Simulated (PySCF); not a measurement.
Tb³⁺: ionisation energy

Tb³⁺ [Xe] 4f8 [4f5/2^6 4f7/2^2, M_J = 6] → Tb⁴⁺ [Xe] 4f7 [4f5/2^6 4f7/2^1, M_J = 7/2], as a difference of total energies. Calculation: PySCF 2.14, in x2c-SVPall-2c; the two-component X2C-1e Hamiltonian. Correlated levels: [Ar] 3d10 frozen; the 16 highest virtual spinors dropped. "Screened" scales the spin-orbit matrix elements by Boettger's factors to mimic the two-electron term; Breit and QED terms are absent.

```csv
method,ionisation energy (eV),difference from reference (eV)
GHF (spin-free),35.808,-3.522
GMP2 (spin-free),37.971,-1.359
GHF (screened spin-orbit),36.048,-3.282
GMP2 (screened spin-orbit),38.218,-1.112
```

Reference: 39.33 ± 0.04 eV (semi-empirical (NIST evaluation); NIST Atomic Spectra Database, ionization energies).

The spin-free rows relax to the high-spin LS determinant and lack the spin-orbit shift.

Errors of the correlated levels include the incompleteness of this basis and the frozen core.

The labels give the starting determinants; with spin-orbit coupling the two ends relaxed to ⟨J²⟩ = 42.02, ⟨L²⟩ = 12.34, ⟨S²⟩ = 11.88 and ⟨J²⟩ = 15.75, ⟨L²⟩ = 0.12, ⟨S²⟩ = 15.65.
